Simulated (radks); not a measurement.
Valence configurations of the beryllium ion Be+ (all share [He]). Calculated with a radial shooting solver on a logarithmic mesh with Libxc functionals: non-relativistic Kohn-Sham, PBE, spin-polarised, spherical densities, point nucleus; open shells are filled with parallel spins first. Energies are relative to 2s1; eigenvalues in eV for spin up.

valence      E (eV)  moment (Bohr magnetons)    e(2p)    e(2s)
2s1           0.000                        1        -  -14.472
2s0.5 2p0.5   2.003                        1  -10.467  -14.453
2p1           3.986                        1  -10.475        -

NIST lists [He] 2s1 as the ground configuration; this level of theory agrees among the configurations tried. The energies are those of spherical high-spin densities, not of single terms.
